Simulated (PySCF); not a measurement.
**Ag+: excitation energy**

Ag+ [Kr] 4d10 (1S) → Ag+ [Kr] 4d9 5p1 (high-spin determinant), as a difference of total energies. Computed with PySCF 2.14 in x2c-TZVPPall (8s6p6d2f1g, 79 functions), with the spin-free X2C one-electron Hamiltonian (Gaussian nucleus). Correlated levels: valence: [Kr] frozen; valence and next inner shell: [Ar] 3d10 frozen. The calculations carry no spin-orbit coupling.

```json
{"method": "UHF", "excitation energy (eV)": "9.274"}
{"method": "LDA", "excitation energy (eV)": "10.401"}
{"method": "PBE", "excitation energy (eV)": "10.126"}
{"method": "PBE0", "excitation energy (eV)": "10.137"}
{"method": "r2SCAN", "excitation energy (eV)": "10.067"}
{"method": "MN15", "excitation energy (eV)": "10.234"}
{"method": "M06-2X", "excitation energy (eV)": "10.340"}
{"method": "wB97X-V", "excitation energy (eV)": "10.412"}
{"method": "MP2 (valence)", "excitation energy (eV)": "10.696"}
{"method": "SCS-MP2 (valence)", "excitation energy (eV)": "10.625"}
{"method": "MP2 (valence and next inner shell)", "excitation energy (eV)": "10.678"}
{"method": "SCS-MP2 (valence and next inner shell)", "excitation energy (eV)": "10.546"}
```

**Question.** How much does correlation contribute at MP2 (valence and next inner shell)?

**Answer.** 10.678 − (9.274) = 1.404 eV, measured against UHF.

A first-order spin-orbit estimate (lowest level to lowest level, LS coupling) adds -0.140 eV.

The basis was made for the ground configuration and has no added diffuse functions, so the excitation energy can come out too high.

The determinant of the upper state mixes LS terms, which raises its energy above the lowest term, most at the Hartree-Fock and MP2 levels.
